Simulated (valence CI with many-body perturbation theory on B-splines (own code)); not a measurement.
The numbers below are computed, except where a source is named.
**Au⁵⁶⁺ in three bases**

Level of theory: relativistic CI+MBPT: five valence electrons over a frozen Dirac-Fock core [Ar], radial functions for each j: 7 s, 7 p, 8 d, 6 f, 4 g, 1 h, with the one-electron correlation potential Σ1, the two-electron term Σ2, the three-electron term Σ3, Breit, model QED; selected CI, second order for the rest, scaled by the run's own slope (own B-spline code, finite nucleus).

The last digits are not significant, and no measured levels were compared; by estimate large intervals hold to a few tenths of a per cent, small ones and those within an open d or f shell to about a per cent. Among the levels kept, up to 510 cm⁻¹ of a level comes from second order outside the variational space, and about a tenth of that is noise between levels of different J, which matters for small intervals. The list stops below the first excitations out of the core. Only levels of the ground parity were solved; by the run's estimate the other parity begins above the list, which can be wrong where configurations are misplaced.

The reference run has the lowest level (3d3/2^4 3d5/2) J=5/2 and an ionisation energy of 5593.63 eV. Its largest variational space holds 19995 state functions.

Levels are named by their leading jj configuration (3d3/2^4 stands for four electrons in 3d with j = 3/2), which in mixed levels can hold well under half, so a name can repeat and another be missing. Letters in brackets count levels of one name in rising energy.

Changed runs:
A. basis 6 s, 6 p, 5 d, 5 f, 1 g
B. basis 5 s, 5 p, 4 d, 4 f

Excitation energies of the reference run in cm⁻¹, and shifts in cm⁻¹:

| Level | Reference | A | B |
| --- | --- | --- | --- |
| (3d3/2^3 3d5/2^2) J=5/2 [a] | 672139 | -277 | -601 |
| (3d3/2^3 3d5/2^2) J=7/2 [a] | 771417 | -84 | +187 |
| (3d3/2^3 3d5/2^2) J=11/2 | 780353 | -8.6 | +226 |
| (3d3/2^3 3d5/2^2) J=3/2 [a] | 789994 | -118 | +94 |
| (3d3/2^3 3d5/2^2) J=9/2 | 832364 | 0 | +622 |
| (3d3/2^3 3d5/2^2) J=5/2 [b] | 867869 | +29 | +905 |
| (3d3/2^3 3d5/2^2) J=7/2 [b] | 905348 | +74 | +1006 |
| (3d3/2^3 3d5/2^2) J=1/2 | 906087 | -43 | +830 |
| (3d3/2^3 3d5/2^2) J=3/2 [b] | 1064940 | +169 | +1421 |
| (3d3/2^2 3d5/2^3) J=5/2 [a] | 1433370 | -339 | -627 |
| (3d3/2^2 3d5/2^3) J=7/2 [a] | 1511020 | -241 | +8.6 |
| (3d3/2^2 3d5/2^3) J=11/2 | 1511880 | -155 | +8.7 |
| Ionisation energy (eV) | 5593.63 | -0.11 | -0.21 |
